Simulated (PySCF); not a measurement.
Two-component Hartree-Fock for F³⁺ (fluorine, charge +3)

Start: [He] 2s2 2p2; 2p1/2 filled at m_j = -1/2, +1/2. Calculated with PySCF 2.14 in x2c-TZVPall-2c (5s3p2d1f, 31 functions): generalised Hartree-Fock with the X2C-1e Hamiltonian and a Gaussian nucleus; one run each with spin-orbit coupling (SO) switched off, then screened by Boettger's factors.

```tsv
spinor shell	electrons	ε, spin-free (eV)	ε, screened SO (eV)	weight of nominal j (screened SO)	rms radius, screened SO (bohr)
1s1/2	2	-796.42	-796.41	1.000	0.203
2s1/2	2	-102.23	-102.23	1.000	0.958
2p1/2	2	-88.016	-88.030	0.507	0.907
```

```
   quantity  spin-free  screened SO
E (hartree)  -95.40618    -95.40734
        M_J          0            0
       ⟨J²⟩      2.003        1.973
       ⟨L²⟩      2.001        2.001
       ⟨S²⟩      2.002        2.002
```

The determinant has a definite M_J but mixes levels of different J.

Each row is a mean over spinors that exchange with the open shell spreads, by up to 12.069 eV (2s1/2).

Rows whose weight is well below 1 are mixtures of j = l ± 1/2: exchange outweighs spin-orbit coupling there, and the label is only the starting occupation.

Without spin-orbit coupling the j labels of p, d and f shells carry no meaning; the spin-free column gives the mean over the occupied spinors of each nl shell.
